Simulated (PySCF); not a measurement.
Spinor energies of Nd⁴³⁺ (neodymium, charge +43)

Start: [Ne] 3s2 3p5; 3p1/2 filled at m_j = -1/2, +1/2; 3p3/2 filled at m_j = -1/2, +1/2, +3/2. Calculated with PySCF 2.14 in an uncontracted even-tempered set (18 s from 9.8 bohr⁻², ratio 2.4; 14 p from 13 bohr⁻², ratio 2.4; 4 d from 48 bohr⁻², ratio 2.6; 4 f from 72 bohr⁻², ratio 2.6): generalised Hartree-Fock with the X2C-1e Hamiltonian and a Gaussian nucleus; one run each with spin-orbit coupling (SO) switched off, then screened by Boettger's factors.

| spinor shell | electrons | ε, spin-free (eV) | ε, screened SO (eV) | weight of nominal j (screened SO) | rms radius, screened SO (bohr) |
| --- | --- | --- | --- | --- | --- |
| 1s1/2 | 2 | -46445.5 | -46437.4 | 1.000 | 0.0269 |
| 2s1/2 | 2 | -9756.9 | -9753.9 | 1.000 | 0.108 |
| 2p1/2 | 2 | -9003.4 | -9376.4 | 1.000 | 0.0923 |
| 2p3/2 | 4 | -9003.4 | -8838.8 | 1.000 | 0.0981 |
| 3s1/2 | 2 | -3749.8 | -3748.7 | 1.000 | 0.261 |
| 3p1/2 | 2 | -3510.7 | -3601.2 | 0.999 | 0.250 |
| 3p3/2 | 3 | -3510.7 | -3470.2 | 0.999 | 0.260 |

```tsv
quantity	spin-free	screened SO
E (hartree)	-7979.03229	-7985.22704
M_J	3/2	3/2
⟨J²⟩	3.750	3.750
⟨L²⟩	2.000	2.018
⟨S²⟩	0.750	0.768
```

Each row is a mean over spinors that exchange with the open shell spreads, by up to 21.797 eV (3s1/2).

Breit and QED terms are absent; they matter most for the inner s and p1/2 levels.

Densities and radii are taken from the X2C orbitals without a picture-change correction, which distorts them close to the nucleus.

Without spin-orbit coupling the j labels of p, d and f shells carry no meaning; the spin-free column gives the mean over the occupied spinors of each nl shell.
